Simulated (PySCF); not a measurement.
SMILES [F][Be][CH2]C (C2H5BeF), PBE0/def2-SVP optimised geometry.

```
9

Be    -1.03     0.22     0.00
F     -2.42     0.21    -0.01
C      0.64     0.22     0.00
C      1.32     0.72     1.28
H      0.98     0.81    -0.87
H      0.98    -0.81    -0.23
H      1.06     0.11     2.15
H      1.04     1.76     1.51
H      2.42     0.70     1.19
```

Density from PBE0/def2-TZVP (PySCF 2.14.0) at that geometry.

Minimum of the electron density along straight lines between bonded atoms, close to the bond critical point (lines longer than 1.1 times the sum of covalent radii, or with two minima, are not listed):

```json
[
 {"bond": "Be1–F2", "length / Å": "1.389", "ρ at the minimum / e bohr⁻³": "?", "∇²ρ there / e bohr⁻⁵": "1.31", "position (fraction from the first atom)": "0.36"},
 {"bond": "Be1–C3", "length / Å": "1.675", "ρ at the minimum / e bohr⁻³": "0.103", "∇²ρ there / e bohr⁻⁵": "0.34", "position (fraction from the first atom)": "0.34"},
 {"bond": "C3–C4", "length / Å": "1.532", "ρ at the minimum / e bohr⁻³": "?", "∇²ρ there / e bohr⁻⁵": "?", "position (fraction from the first atom)": "0.50"},
 {"bond": "C3–H5", "length / Å": "1.107", "ρ at the minimum / e bohr⁻³": "0.262", "∇²ρ there / e bohr⁻⁵": "-0.83", "position (fraction from the first atom)": "0.64"},
 {"bond": "C3–H6", "length / Å": "1.107", "ρ at the minimum / e bohr⁻³": "0.262", "∇²ρ there / e bohr⁻⁵": "-0.83", "position (fraction from the first atom)": "0.64"},
 {"bond": "C4–H7", "length / Å": "1.102", "ρ at the minimum / e bohr⁻³": "0.271", "∇²ρ there / e bohr⁻⁵": "-0.91", "position (fraction from the first atom)": "0.64"},
 {"bond": "C4–H8", "length / Å": "1.102", "ρ at the minimum / e bohr⁻³": "0.271", "∇²ρ there / e bohr⁻⁵": "-0.91", "position (fraction from the first atom)": "0.64"},
 {"bond": "C4–H9", "length / Å": "1.103", "ρ at the minimum / e bohr⁻³": "0.271", "∇²ρ there / e bohr⁻⁵": "-0.91", "position (fraction from the first atom)": "0.64"}
]
```

Q: What belongs in the gaps?

A: 
- Be1–F2, ρ at the minimum / e bohr⁻³: 0.134
- C3–C4, ρ at the minimum / e bohr⁻³: 0.236
- C3–C4, ∇²ρ there / e bohr⁻⁵: -0.56
